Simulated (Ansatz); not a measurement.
Ideal-gas functions of CH$_{3}$Se$_{2}$ (`C[Se][Se]`) radical at 800 K and 1 bar, from an Ansatz frequency run at PBE0-D4/def2-TZVP.

Molar mass 172.96 g/mol, point group Cs (symmetry number 1), electronic degeneracy 2, moments of inertia 45.679, 242.372, 284.825 u Å². Harmonic wavenumbers (cm⁻¹, unscaled): 103, 180, 348, 593, 887, 906, 1293, 1444, 1455, 3071, 3175, 3192.

Use S(trans) = R[1.5 ln M + 2.5 ln T − 1.1517]; rotational temperatures θ = 24.2544 K / I; S(rot) = R[ln(√π/σ · √(T³/θAθBθC)) + 1.5]; for each mode x = 1.438777 ν̃/T, S = R[x/(eˣ − 1) − ln(1 − e⁻ˣ)] and H = RT x/(eˣ − 1); 1 cm⁻¹ = 0.0119627 kJ/mol; R = 8.31446 J/(mol·K).

Task: By hand: the entropy, in J/(mol·K).

Result: Translation 193.6. Rotation: θ = 0.531, 0.1001, 0.0852 K, giving 123.0. Vibration, mode by mode: 22.35, 17.73, 12.35, 8.16, 5.26, 5.12, 2.95, 2.38, 2.34, 0.22, 0.19, 0.18, in all 79.2. Electronic 5.8. Sum 401.6 J/(mol·K).

Task: By hand: H − E and G − E in kJ/mol, counted from the electronic energy.

Result: Zero-point energy ½ × 16647 × 0.0119627 = 99.6; thermal vibration 30.4; translation, rotation and pV give 4 RT = 26.6. H − E = 156.6 kJ/mol, and G − E = 156.6 − 800 × 401.6/1000 = -164.7 kJ/mol.

Vibration gives 20 % of the entropy, 22.3 J/(mol·K) of it from the mode under 150 cm⁻¹: soft modes count most, and the harmonic formula is weakest for them.
